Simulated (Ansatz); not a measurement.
Geometry optimisation, UKS B3LYP-D4/def2-SVP in Ansatz 0.2.0.

Input:

```yaml
crystal:
  periodic: [false, false, false]
  atoms:
    - { symbol: B, position_ang: [-0.259946, 0.793269, -0.999738] }
    - { symbol: Cl, position_ang: [0.914919, -0.199321, -1.972735] }
    - { symbol: F, position_ang: [-1.541069, 0.52097, -1.057762] }
    - { symbol: F, position_ang: [0.154048, 1.886918, -0.407635] }
    - { symbol: H, position_ang: [0.805282, -1.163833, 0.475058] }
    - { symbol: "N", position_ang: [0.227554, -0.875191, 1.259471] }
    - { symbol: H, position_ang: [-0.762218, -1.008423, 1.094405] }
    - { symbol: H, position_ang: [0.461332, 0.045511, 1.608836] }
magnetization:
  spin_polarized: true
basis:
  gaussian: { orbitals: def2-SVP }
hamiltonian:
  xc: b3lyp
  dispersion: d4
relax:
  f_tol: 0.03
  max_steps: 50
```

Command:

```bash
$ ansatz run input.yaml --threads 2 --pin off --max-ram 3072MiB --backend cpu --events-out ev --progress --plain --runs-dir out
```

Problem. Where does it end, and by what steps?

Solution. It converged. After 6 steps the energy has fallen by 0.075 eV; Cl2 moved furthest, 0.20 Å.

```tsv
step	energy less start (eV)	largest force component (eV/Å)	accepted
0	0.0000	0.775	yes
1	0.0889	1.376	no
2	-0.0252	0.623	yes
3	-0.0540	0.331	yes
4	-0.0652	0.210	yes
5	-0.0737	0.102	yes
6	-0.0752	0.012	yes
```

```xyz
8
Properties=species:S:1:pos:R:3
B -0.228 0.769 -1.033
Cl 0.874 -0.066 -2.115
F -1.501 0.432 -0.991
F 0.183 1.809 -0.339
H 0.802 -1.242 0.602
N 0.197 -0.874 1.333
H -0.771 -0.924 1.026
H 0.443 0.096 1.517
```

Whether the end is a true minimum wasn't checked by a vibrational analysis.

The run took 17 s on 2 threads of Intel(R) Xeon(R) Platinum 8488C (Sapphire Rapids), with other jobs on the host, peak memory 0.27 GiB.
